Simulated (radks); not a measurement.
Task: These are the eigenvalues of the occupied orbitals of an atom or ion with whole-number occupations (hartree). Method: scalar-relativistic Kohn-Sham, exchange-only LDA, spin-polarised, spherical densities, point nucleus; computed with a radial shooting solver on a logarithmic mesh with Libxc functionals.

orbital  eigenvalue
1s up     -1645.198
1s down   -1644.970
2s up     -351.6821
2s down   -351.4674
2p up     -326.8930
2p down   -326.6397
3s up     -140.2691
3s down   -139.5273
3p up     -132.6695

Which element is it, and in what charge state? The configuration may be excited. Open shells, if any, are filled with parallel spins first.

Result: Z = 59, praseodymium, charge +45: Pr45+ in [Ne] 3s2 3p2. The list shows which subshells hold electrons but not how many an open one holds; the 1s level, -1645.2 hartree, gives Z - s = 57.4 by -(Z - s)^2/2, which with screening and relativity narrows Z to a few neighbours, and the depths of the outer levels then fix element, charge and occupations together.
